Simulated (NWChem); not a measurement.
System: C$_{4}$H$_{7}$F; SMILES C[C@H]1C[C@@H]1F

Here is an NWChem input.

```
start job
memory heap 200 mb stack 900 mb global 1100 mb
geometry units angstroms noautosym nocenter noautoz
  C      0.519743    -1.901061     0.089295
  C      0.081359    -0.554202    -0.444912
  C     -1.229622     0.086634    -0.000168
  C      0.084766     0.661521     0.425081
  F      0.471724     1.857917    -0.133365
  H      1.607540    -2.022447     0.019994
  H      0.237702    -2.021623     1.142192
  H      0.052298    -2.719801    -0.470776
  H      0.346478    -0.354394    -1.481675
  H     -1.838897    -0.422201     0.743295
  H     -1.790578     0.643771    -0.744853
  H      0.401542     0.584671     1.463503
end
basis spherical
  C library def2-svp
  F library def2-svp
  H library def2-svp
end
dft
  xc pbe0
  iterations 150
end
cosmo
  dielec 78.4
end
task dft energy
```

Output (shortened):

```
             Northwest Computational Chemistry Package (NWChem) 7.3.0
             --------------------------------------------------------

                             Geometry "geometry" -> ""
                             -------------------------

 Output coordinates in angstroms (scale by  1.889725989 to convert to a.u.)

  No.       Tag          Charge          X              Y              Z
 ---- ---------------- ---------- -------------- -------------- --------------
    1 C                    6.0000     0.51974300    -1.90106100     0.08929500
    2 C                    6.0000     0.08135900    -0.55420200    -0.44491200
    3 C                    6.0000    -1.22962200     0.08663400    -0.00016800
    4 C                    6.0000     0.08476600     0.66152100     0.42508100
    5 F                    9.0000     0.47172400     1.85791700    -0.13336500
    6 H                    1.0000     1.60754000    -2.02244700     0.01999400
    7 H                    1.0000     0.23770200    -2.02162300     1.14219200
    8 H                    1.0000     0.05229800    -2.71980100    -0.47077600
    9 H                    1.0000     0.34647800    -0.35439400    -1.48167500
   10 H                    1.0000    -1.83889700    -0.42220100     0.74329500
   11 H                    1.0000    -1.79057800     0.64377100    -0.74485300
   12 H                    1.0000     0.40154200     0.58467100     1.46350300

 Effective nuclear repulsion energy (a.u.)     178.2776292294

                                 NWChem DFT Module
                                 -----------------

 Summary of "ao basis" -> "ao basis" (spherical)
 ------------------------------------------------------------------------------
       Tag                 Description            Shells   Functions and Types
 ---------------- ------------------------------  ------  ---------------------
 C                          def2-svp                 6       14   3s2p1d
 F                          def2-svp                 6       14   3s2p1d
 H                          def2-svp                 3        5   2s1p

 in cosmo_initialize ...

 solvent parameters
 solvname_short: unkn
 solvname_long:  unknown
 dielec:       78.4000

          ---------------
          -cosmo- solvent
          ---------------
 Cosmo: York-Karplus, doi: 10.1021/jp992097l
 dielectric constant -eps-     =  78.40
 screen = (eps-1)/(eps    )    =   0.98724
 surface charge correction     = lagrangian

   van der Waals surface
 --------------------------

 ---------- ATOMIC COORDINATES (A.U.) ------------ VDWR(ANG.) --
     1    0.98217185   -3.59248438    0.16874308     2.000
     2    0.15374622   -1.04728992   -0.84076177     2.000
     3   -2.32364865    0.16371452   -0.00031747     2.000
     4    0.16018451    1.25009343    0.80328661     2.000
     5    0.89142910    3.51095404   -0.25202331     1.720
     6    3.03781012   -3.82187066    0.03778318     1.300
     7    0.44919165   -3.82031352    2.15842991     1.300
     8    0.09882889   -5.13967863   -0.88963764     1.300
     9    0.65474848   -0.66970755   -2.79995975     1.300
    10   -3.47501145   -0.79784420    1.40462388     1.300
    11   -3.38370178    1.21655079   -1.40756807     1.300
    12    0.75880435    1.10486798    2.76561965     1.300
 number of segments per atom =         32
 number of   points per atom =         32
 atom (   nspa,  nppa )
 ----------------------
    1 (     15,     0 )       0
    2 (      9,     0 )       0
    3 (     14,     0 )       0
    4 (     12,     0 )       0
    5 (     21,     0 )       0
    6 (     16,     0 )       0
    7 (     13,     0 )       0
    8 (     14,     0 )       0
    9 (     13,     0 )       0
   10 (     16,     0 )       0
   11 (     16,     0 )       0
   12 (     14,     0 )       0
 number of -cosmo- surface points =      173
 molecular surface =    119.447 angstrom**2
 molecular volume  =     98.092 angstrom**3
 G(cav/disp)       =      1.457 kcal/mol
 -lineq- algorithm             =   0
 -bem- low  level              =   2
 -bem- from -octahedral-
 gaussian surface charge width =   4.50000
 degree of switching           =   1.00000
 switching function tolerance  =   0.00010
 atomic radii =
 --------------
    1  6.000  2.000
    2  6.000  2.000
    3  6.000  2.000
    4  6.000  2.000
    5  9.000  1.720
    6  1.000  1.300
    7  1.000  1.300
    8  1.000  1.300
    9  1.000  1.300
   10  1.000  1.300
   11  1.000  1.300
   12  1.000  1.300
 ...... end of -cosmo- initialization ......

            General Information
            -------------------
          SCF calculation type: DFT
          Wavefunction type:  closed shell.
          No. of atoms     :    12
          No. of electrons :    40
           Alpha electrons :    20
            Beta electrons :    20
          Charge           :     0
          Spin multiplicity:     1
          Use of symmetry is: off; symmetry adaption is: off
          Maximum number of iterations: 150
          AO basis - number of functions:   105
                     number of shells:    51
          Convergence on energy requested:  1.00D-06
          Convergence on density requested:  1.00D-05
          Convergence on gradient requested:  5.00D-04

              XC Information
              --------------
                         PBE0 Method XC Functional
                     Hartree-Fock (Exact) Exchange  0.250
          PerdewBurkeErnzerhof Exchange Functional  0.750
            Perdew 1991 LDA Correlation Functional  1.000 local
           PerdewBurkeErnz. Correlation Functional  1.000 non-local

             Grid Information
             ----------------
          Grid used for XC integration:  medium
          Radial quadrature: Mura-Knowles
          Angular quadrature: Lebedev.
          Tag              B.-S. Rad. Rad. Pts. Rad. Cut. Ang. Pts.
          ---              ---------- --------- --------- ---------
          C                   0.70       49          10.0       434
          F                   0.50       49          12.0       434
          H                   0.35       45          11.0       434
          Grid pruning is: on
          Number of quadrature shells:   560
          Spatial weights used:  Erf1

      Superposition of Atomic Density Guess
      -------------------------------------

 Sum of atomic energies:        -253.28670654

      Non-variational initial energy
      ------------------------------

 Total energy =    -256.475029
 1-e energy   =    -697.614903
 2-e energy   =     262.862244
 HOMO         =      -0.314362
 LUMO         =       0.101378

   convergence    iter        energy       DeltaE   RMS-Dens  Diis-err
 ---------------- ----- ----------------- --------- --------- ---------
     COSMO gas phase
 d= 0,ls=0.0,diis     1   -255.9109219875 -4.34D+02  1.08D-02  4.97D-01
 d= 0,ls=0.0,diis     2   -255.9235014543 -1.26D-02  5.66D-03  5.22D-01
 d= 0,ls=0.0,diis     3   -255.9685432934 -4.50D-02  1.07D-03  2.77D-02
 d= 0,ls=0.0,diis     4   -255.9708026332 -2.26D-03  3.10D-04  1.16D-03
 d= 0,ls=0.0,diis     5   -255.9709025395 -9.99D-05  9.43D-05  1.26D-04
  Resetting Diis
 d= 0,ls=0.0,diis     6   -255.9709177271 -1.52D-05  1.17D-05  1.05D-06
 d= 0,ls=0.0,diis     7   -255.9709178380 -1.11D-07  8.64D-06  2.38D-07

   convergence    iter        energy       DeltaE   RMS-Dens  Diis-err
 ---------------- ----- ----------------- --------- --------- ---------
     COSMO solvation phase
 d= 0,ls=0.0,diis     1   -255.9748043596 -3.89D-03  1.34D-03  1.56D-03
 d= 0,ls=0.0,diis     2   -255.9751927169 -3.88D-04  2.85D-04  7.17D-04
 d= 0,ls=0.0,diis     3   -255.9752416370 -4.89D-05  8.97D-05  1.55D-04
 d= 0,ls=0.0,diis     4   -255.9752537001 -1.21D-05  2.38D-05  7.21D-06
 d= 0,ls=0.0,diis     5   -255.9752544008 -7.01D-07  7.22D-06  7.58D-07

         Total DFT energy =     -255.975254400800
      One electron energy =     -702.154672676759
           Coulomb energy =      302.276218478337
    Exchange-Corr. energy =      -34.479782913252
 Nuclear repulsion energy =      178.277629229382

             COSMO energy =        0.105353481493

 Numeric. integr. density =       40.000013430223

                                   COSMO solvation results
                                   -----------------------

                 gas phase energy =      -255.970917838036
                 sol phase energy =      -255.975254400800
 (electrostatic) solvation energy =         0.004336562764 (    2.72 kcal/mol)

                       DFT Final Molecular Orbital Analysis
                       ------------------------------------

 Vector   18  Occ=2.000000D+00  E=-3.673623D-01
              MO Center= -1.4D-01, -8.0D-01, -1.9D-01, r^2= 2.9D+00
   Bfn.  Coefficient  Atom+Function         Bfn.  Coefficient  Atom+Function
  ----- ------------  ---------------      ----- ------------  ---------------
    86      0.277611   9 H  s                20     -0.268423   2 C  pz
     6      0.252470   1 C  pz               76      0.225065   7 H  s
    19      0.198815   2 C  py                5     -0.186025   1 C  py
    91      0.177305  10 H  s                96     -0.173907  11 H  s
    34      0.165364   3 C  pz               33     -0.127519   3 C  py

 Vector   19  Occ=2.000000D+00  E=-3.006286D-01
              MO Center= -3.6D-01,  1.1D-02,  1.4D-02, r^2= 2.6D+00
   Bfn.  Coefficient  Atom+Function         Bfn.  Coefficient  Atom+Function
  ----- ------------  ---------------      ----- ------------  ---------------
    33      0.340113   3 C  py               18      0.282208   2 C  px
    34      0.241647   3 C  pz               46     -0.233214   4 C  px
    60     -0.212550   5 F  px               36      0.183431   3 C  py
    21      0.174849   2 C  px               63      0.164119   5 F  px
   101     -0.162119  12 H  s                37      0.153424   3 C  pz

 Vector   20  Occ=2.000000D+00  E=-2.900184D-01
              MO Center=  6.2D-03,  7.8D-02, -2.2D-02, r^2= 2.7D+00
   Bfn.  Coefficient  Atom+Function         Bfn.  Coefficient  Atom+Function
  ----- ------------  ---------------      ----- ------------  ---------------
    46     -0.274597   4 C  px               31      0.256038   3 C  s
    19     -0.227612   2 C  py               17     -0.222891   2 C  s
    18     -0.222542   2 C  px               32      0.213134   3 C  px
    60     -0.206891   5 F  px               47      0.199440   4 C  py
    35      0.197427   3 C  px               48      0.181624   4 C  pz

 Vector   21  Occ=0.000000D+00  E= 8.090212D-02
              MO Center= -1.1D-01, -3.8D-01, -7.4D-01, r^2= 6.0D+00
   Bfn.  Coefficient  Atom+Function         Bfn.  Coefficient  Atom+Function
  ----- ------------  ---------------      ----- ------------  ---------------
     3      1.401787   1 C  s                87     -1.158157   9 H  s
    97     -0.891536  11 H  s                17      0.885898   2 C  s
    82     -0.715677   8 H  s                72     -0.573945   6 H  s
    31      0.523508   3 C  s                45     -0.468975   4 C  s
    23     -0.413446   2 C  pz               22      0.409640   2 C  py

 Vector   22  Occ=0.000000D+00  E= 8.822806D-02
              MO Center= -1.6D-01, -9.6D-01,  1.1D+00, r^2= 5.5D+00
   Bfn.  Coefficient  Atom+Function         Bfn.  Coefficient  Atom+Function
  ----- ------------  ---------------      ----- ------------  ---------------
     3      1.613586   1 C  s               102     -1.065580  12 H  s
    77     -0.992608   7 H  s                92     -0.982737  10 H  s
    45      0.720277   4 C  s                72     -0.643322   6 H  s
    82     -0.591754   8 H  s                31      0.542992   3 C  s
    51      0.491997   4 C  pz               35     -0.317267   3 C  px

 Vector   23  Occ=0.000000D+00  E= 1.196980D-01
              MO Center= -9.2D-01, -6.7D-01, -2.6D-01, r^2= 7.6D+00
   Bfn.  Coefficient  Atom+Function         Bfn.  Coefficient  Atom+Function
  ----- ------------  ---------------      ----- ------------  ---------------
    31      2.379938   3 C  s                 3     -1.834825   1 C  s
    97     -1.388365  11 H  s                92     -1.057112  10 H  s
    82      0.975986   8 H  s                72      0.835456   6 H  s
    21      0.498786   2 C  px               22     -0.448933   2 C  py
    77      0.336843   7 H  s                 9      0.283179   1 C  pz

     Multipole analysis of the density
     ---------------------------------

     L   x y z        total         alpha         beta         nuclear
     -   - - -        -----         -----         ----         -------
     0   0 0 0     -0.000000    -20.000000    -20.000000     40.000000

     1   1 0 0     -0.203294     -0.100775     -0.100775     -0.001744
     1   0 1 0     -0.785511     -0.550152     -0.550152      0.314792
     1   0 0 1      0.261872      0.237544      0.237544     -0.213216

     2   2 0 0    -22.401286    -51.001180    -51.001180     79.601075
     2   1 1 0     -0.939912      4.444043      4.444043     -9.827998
     2   1 0 1      0.138251      0.010749      0.010749      0.116753
     2   0 2 0    -25.085254   -144.491898   -144.491898    263.898541
     2   0 1 1      0.032125      1.022555      1.022555     -2.012986
     2   0 0 2    -21.125001    -27.437366    -27.437366     33.749731
```

Level: PBE0/def2-SVP, COSMO on the gas-phase geometry. Coordinates come from a B3LYP/6-31G* (spherical d) optimisation. COSMO prints the solvation energy as gas minus solution, so a positive value is a stabilisation.
